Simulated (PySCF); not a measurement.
CuI, charge +1, doublet, geometry from GFN2-xTB (such geometries of metal compounds can be far from the true shape) (the multiplicity is a formal guess) (all electrons, no relativity); CASCI(5,6)+NEVPT2/STO-3G run with PySCF.

Here is a job for PySCF.
```python
from pyscf import gto, scf, mcscf, mrpt
import numpy

mol = gto.M(
    atom='''
Cu   -0.00000000   -0.00000000   -1.60555348
I     0.00000000    0.00000000    0.87851039
''',
    basis='sto-3g',
    charge=1,
    spin=1,
    verbose=4,
)

mf = scf.ROHF(mol)
mf.kernel()
mc = mcscf.CASCI(mf, 6, 5)
mc.fix_spin_(ss=0.75)
mc.kernel()
occ = numpy.linalg.eigvalsh(mc.fcisolver.make_rdm1(mc.ci, mc.ncas, mc.nelecas))[::-1]
ss = mc.fcisolver.spin_square(mc.ci, mc.ncas, mc.nelecas)[0]
print('natural occupations', occ.round(4), ' <S^2>', round(ss, 4))
e2 = mrpt.NEVPT(mc).kernel()
print('E(NEVPT2) = %.10f' % (mc.e_tot + e2))
```

Output, abridged:

```
PySCF version 2.14.0

[INPUT] verbose = 4
[INPUT] num. atoms = 2
[INPUT] num. electrons = 81
[INPUT] charge = 1
[INPUT] spin (= nelec alpha-beta = 2S) = 1
[INPUT] symmetry False subgroup None
[INPUT] Mole.unit = angstrom
[INPUT] Symbol           X                Y                Z      unit          X                Y                Z       unit  Magmom
[...]
nuclear repulsion = 327.425306171391
number of shells = 19
number of NR pGTOs = 135
number of NR cGTOs = 45
basis = sto-3g
ecp = {}

******** <class 'pyscf.scf.rohf.ROHF'> ********
method = ROHF
initial guess = minao
damping factor = 0
level_shift factor = 0
DIIS = <class 'pyscf.scf.diis.CDIIS'>
diis_start_cycle = 1
diis_space = 8
diis_damp = 0
SCF conv_tol = 1e-09
SCF conv_tol_grad = None
SCF max_cycles = 50
direct_scf = True
direct_scf_tol = 1e-13
num. doubly occ = 40  num. singly occ = 1
Set gradient conv threshold to 3.16228e-05
init E= -8446.0239901607

WARN: HOMO -0.245063006159235 >= LUMO -0.245063006159236

cycle= 1 E= -8461.54618245058  delta_E= -15.5  |g|= 3.73  |ddm|= 3.78
[...]
cycle= 2 E= -8462.47158132029  delta_E= -0.925  |g|= 1.98  |ddm|= 4.75

WARN: HOMO 0.351008360100151 >= LUMO 0.283513158009281

cycle= 3 E= -8458.09400545636  delta_E= 4.38  |g|= 2.03  |ddm|= 5.73

WARN: HOMO -0.548902798747714 >= LUMO -0.771702786764712

cycle= 4 E= -8468.59318329588  delta_E= -10.5  |g|= 0.919  |ddm|= 5.21

WARN: HOMO -0.113313254525918 >= LUMO -0.271326600034033

cycle= 5 E= -8469.45814065646  delta_E= -0.865  |g|= 0.875  |ddm|=  3.3

WARN: HOMO -0.133234037528907 >= LUMO -0.175392414867654

cycle= 6 E= -8470.59067538214  delta_E= -1.13  |g|= 0.463  |ddm|= 1.63
[...]
cycle= 7 E= -8470.80912229535  delta_E= -0.218  |g|= 0.14  |ddm|= 1.71
[...]
cycle= 8 E= -8470.83450466928  delta_E= -0.0254  |g|= 0.0456  |ddm|= 0.497
[...]
cycle= 9 E= -8470.83517410583  delta_E= -0.000669  |g|= 0.0565  |ddm|= 0.16
[...]
cycle= 10 E= -8470.83517296798  delta_E= 1.14e-06  |g|= 0.0563  |ddm|= 0.0406
[...]
cycle= 11 E= -8470.83515270684  delta_E= 2.03e-05  |g|= 0.0566  |ddm|= 0.0013
[...]
cycle= 12 E= -8470.83653607116  delta_E= -0.00138  |g|= 0.0215  |ddm|= 0.0867
[...]
cycle= 13 E= -8470.83687677069  delta_E= -0.000341  |g|= 0.0052  |ddm|= 0.0568
[...]
cycle= 14 E= -8470.83693227186  delta_E= -5.55e-05  |g|= 0.000671  |ddm|= 0.0299
[...]
cycle= 15 E= -8470.83693372693  delta_E= -1.46e-06  |g|= 0.000214  |ddm|= 0.00488
[...]
cycle= 16 E= -8470.83693380751  delta_E= -8.06e-08  |g|= 6.87e-05  |ddm|= 0.000867
[...]
[...]
converged SCF energy = -8470.83693381708
CASCI E = -8470.85242630164  E(CI) = -5.54003700363137  S^2 = 0.7500000
[...]
1 I 3dxy        -0.00000  -0.00000   0.00000  -0.00000   0.00000
1 I 3dyz         0.00007  -0.00014   0.00000  -0.00037   0.00022
1 I 3dz^2        0.00000   0.00000  -0.00008  -0.00000  -0.00000
1 I 3dxz        -0.00013  -0.00008   0.00000  -0.00022  -0.00038
1 I 3dx2-y2     -0.00000  -0.00000  -0.00000  -0.00000   0.00000
1 I 4dxy         0.00000   0.00000  -0.00000   0.00000  -0.00000
1 I 4dyz        -0.00205   0.00379  -0.00000   0.00848  -0.00499
1 I 4dz^2       -0.00000  -0.00000   0.00098   0.00000   0.00000
1 I 4dxz         0.00348   0.00223  -0.00000   0.00498   0.00850
1 I 4dx2-y2      0.00000   0.00000   0.00000   0.00000  -0.00000
               #6
0 Cu 1s         -0.00019
0 Cu 2s          0.00191
0 Cu 3s         -0.00450
0 Cu 4s          0.22026
0 Cu 2px         0.00000
0 Cu 2py         0.00000
0 Cu 2pz         0.00117
0 Cu 3px        -0.00000
0 Cu 3py        -0.00000
0 Cu 3pz        -0.00836
0 Cu 4px         0.00000
0 Cu 4py         0.00000
0 Cu 4pz         0.87057
0 Cu 3dxy        0.02138
0 Cu 3dyz       -0.00000
0 Cu 3dz^2       0.11943
0 Cu 3dxz       -0.00000
0 Cu 3dx2-y2    -0.01190
1 I 1s          -0.00016
1 I 2s           0.00148
1 I 3s          -0.00470
1 I 4s          -0.00036
1 I 5s          -0.08493
1 I 2px          0.00000
1 I 2py          0.00000
1 I 2pz         -0.00037
1 I 3px         -0.00000
1 I 3py         -0.00000
1 I 3pz          0.00416
1 I 4px          0.00000
1 I 4py          0.00000
1 I 4pz         -0.00764
1 I 5px         -0.00000
1 I 5py         -0.00000
1 I 5pz          0.41305
1 I 3dxy        -0.00000
1 I 3dyz        -0.00000
1 I 3dz^2        0.00131
1 I 3dxz        -0.00000
1 I 3dx2-y2      0.00000
1 I 4dxy         0.00001
1 I 4dyz         0.00000
1 I 4dz^2       -0.02644
1 I 4dxz         0.00000
1 I 4dx2-y2     -0.00000
<CAS-nat-orb|mo-hf>  39     40       0.99946550
<CAS-nat-orb|mo-hf>  40     39       0.99910169
<CAS-nat-orb|mo-hf>  41     41       0.99938987
<CAS-nat-orb|mo-hf>  42     42       0.99910169
<CAS-nat-orb|mo-hf>  43     43       0.99946550
<CAS-nat-orb|mo-hf>  44     44       0.99938987
Sr    (-1)',   E = -0.00005832669302
Si    (+1)',   E = -0.01436392646512
Sijrs (0)  ,   E = -0.01954269826969
Sijr  (+1) ,   E = -0.00161755077719
Srsi  (-1) ,   E = -0.00009171050171
Srs   (-2) ,   E = -0.00000049832669
Sij   (+2) ,   E = -0.00532003099838
Sir   (0)' ,   E = -0.00055553528184
Nevpt2 Energy = -0.041550277313662
E(NEVPT2) = -8470.8939765790
```
